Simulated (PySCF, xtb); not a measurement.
TiClO, SMILES [O]=[Ti][Cl] (connectivity only; charge and spin as stated), neutral, multiplicity 2.

Harmonic wavenumbers (cm⁻¹) from GFN2-xTB (xtb) at its own minimum, in rising order: 124, 372, 904.

Problem. What does B3LYP-D3(BJ)/def2-TZVP (PySCF) give at its own minimum? (An estimate is asked for; the answer gives what the named calculation found.)

Solution. 109, 400, 1040. Paired by order, the mean absolute difference is 60 cm⁻¹ and the zero-point energies are 2.0 and 2.2 kcal/mol.
